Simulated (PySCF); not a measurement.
## `CC#CC1=C(F)OC=C[SiH2]1`: 4 charge schemes on one density

Species: C7H7FOSi.
Geometry (GFN2-xTB, Å), atoms numbered from 1 in this order:
```xyz
17
C7H7FOSi angstrom
C      3.788   -0.565   -0.456
C      2.383   -0.269   -0.296
C      1.216   -0.008   -0.165
C     -0.162    0.228   -0.003
C     -0.651    1.469   -0.103
F      0.144    2.531   -0.355
O     -1.911    1.922    0.006
C     -2.955    1.099    0.251
C     -2.925   -0.220    0.428
Si    -1.333   -1.198    0.359
H      4.332    0.336   -0.741
H      4.197   -0.942    0.482
H      3.924   -1.321   -1.229
H     -3.863    1.690    0.287
H     -3.869   -0.706    0.615
H     -1.319   -2.190   -0.724
H     -1.001   -1.844    1.635
```

Density: PBE0/pcSseg-1 (PySCF); schemes: Mulliken, IAO, Hirshfeld and ESP-fitted. Geometry: GFN2-xTB; no solvent, vibrations or thermal averaging. GFN2-xTB frequencies show an imaginary mode (29i cm⁻¹), so this geometry is no minimum at that level.

Give the atomic charges in each scheme.

In e:

```
atom                      environment  Mulliken     IAO  Hirshfeld  ESP-fitted
  C1               propargylic carbon    -0.193  -0.435     -0.096      -0.568
  C2                    alkyne carbon    -0.276  -0.044     -0.046      +0.284
  C3                    alkyne carbon    +0.216  -0.069     -0.084      -0.444
  C4  fully substituted alkene carbon    -0.799  -0.399     -0.140      -0.230
  C5               vinylic C–F carbon    +0.665  +0.490     +0.171      +0.599
  F6                   vinyl fluorine    -0.249  -0.250     -0.074      -0.191
  O7              cyclic ether oxygen    -0.408  -0.261     -0.076      -0.314
  C8    vinylic carbon bearing oxygen    +0.167  +0.072     +0.042      +0.143
  C9                 alkene CH carbon    -0.490  -0.513     -0.175      -0.650
Si10                     SiH2 silicon    +0.831  +0.801     +0.334      +0.682
 H11                  methyl hydrogen    +0.149  +0.173     +0.061      +0.188
 H12                  methyl hydrogen    +0.147  +0.171     +0.060      +0.181
 H13                  methyl hydrogen    +0.147  +0.171     +0.060      +0.180
 H14                 vinylic hydrogen    +0.119  +0.172     +0.064      +0.152
 H15                 vinylic hydrogen    +0.133  +0.173     +0.051      +0.238
 H16                    Si–H hydrogen    -0.078  -0.126     -0.076      -0.125
 H17                    Si–H hydrogen    -0.078  -0.127     -0.076      -0.126
```

Mean size of the charges over all atoms: ESP-fitted 0.311 e, Mulliken 0.303 e, IAO 0.262 e, Hirshfeld 0.099 e. Each set sums to the total charge, 0, to within 0.001 e. The Mulliken scheme gives each basis function's population to the atom it is centred on and halves the overlap population of two atoms between them.

Lowest charge. The schemes don't all agree: Mulliken C4 (-0.799); IAO C9 (-0.513); Hirshfeld C9 (-0.175); ESP-fitted C9 (-0.650).

Highest charge. All schemes agree: Mulliken Si10 (+0.831); IAO Si10 (+0.801); Hirshfeld Si10 (+0.334); ESP-fitted Si10 (+0.682).

How closely do the schemes follow one another over all atoms?

Correlation coefficient and root-mean-square difference: IAO with Hirshfeld 0.97, 0.210 e; IAO with ESP-fitted 0.92, 0.145 e; Mulliken with IAO 0.91, 0.159 e; Hirshfeld with ESP-fitted 0.89, 0.263 e; Mulliken with Hirshfeld 0.89, 0.284 e; Mulliken with ESP-fitted 0.73, 0.276 e.

How many electrons does the ESP-fitted scheme count on C2?

Z − q = 6 − (+0.284) = 5.716.

Sum the charges by element, for elements with more than one atom.

```json
{"element": "C", "atoms": "7", "Mulliken": "-0.712", "IAO": "-0.896", "Hirshfeld": "-0.329", "ESP-fitted": "-0.866"}
{"element": "H", "atoms": "7", "Mulliken": "+0.538", "IAO": "+0.606", "Hirshfeld": "+0.145", "ESP-fitted": "+0.688"}
```

These values come from a run that also computed NMR shieldings. Hardware: an Arm Neoverse N1 with one thread, shared host with 64 logical CPUs at a one-minute load of 60. Cost: 78 s wall, 0.94 GiB resident at most.
